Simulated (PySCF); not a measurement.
Species: C4H12BN.
SMILES: `CB(C)NCC`

Torsions of this conformer, `[CH3:1][CH2:2][NH:3][B:4]([CH3:5])[CH3:6]`: C1–C2–N3–B4 -116°, C2–N3–B4–C5 179°.

The closed-shell ground state was solved at several levels (PySCF, density fitting, gas phase, non-relativistic). Geometry: PBE0-D3(BJ)/def2-SVP, one conformer, isolated molecule.

```json
{"level": "PBE0/pcSseg-1", "basis functions": "162", "total energy (Eh)": "-238.9856", "HOMO (eV)": "-7.33", "LUMO (eV)": "1.13", "gap (eV)": "8.46", "dipole (D)": "1.46"}
{"level": "PBE0/def2-SVPD", "basis functions": "216", "total energy (Eh)": "-238.8594", "HOMO (eV)": "-7.35", "LUMO (eV)": "0.40", "gap (eV)": "7.75", "dipole (D)": "1.36"}
{"level": "KT2/pcSseg-1", "basis functions": "162", "total energy (Eh)": "-243.4243", "HOMO (eV)": "-6.11", "LUMO (eV)": "0.12", "gap (eV)": "6.23", "dipole (D)": "1.47"}
```

**Question.** Estimate the row for B3LYP/pcJ-1, a basis of 282 functions; the other rows only guide the guess.

**Answer.** Total energy -239.3468 Eh, HOMO -7.09 eV, LUMO 0.88 eV, gap 7.97 eV, dipole 1.48 D.

**Question.** Over all these levels, which gives the widest orbital gap and which the narrowest?

**Answer.** PBE0/pcSseg-1 (global hybrid, 25 % exact exchange) has the widest, 8.46 eV, and KT2/pcSseg-1 (GGA) the narrowest, 6.23 eV. The two share the basis. From the narrowest to the widest the HOMO moves by -1.22 eV and the LUMO by +1.01 eV.

**Question.** How far do the dipole and the HOMO energy spread over the levels?

**Answer.** The dipole runs from 1.36 to 1.48 D (mean 1.44 D) and the HOMO from -7.35 to -6.11 eV.
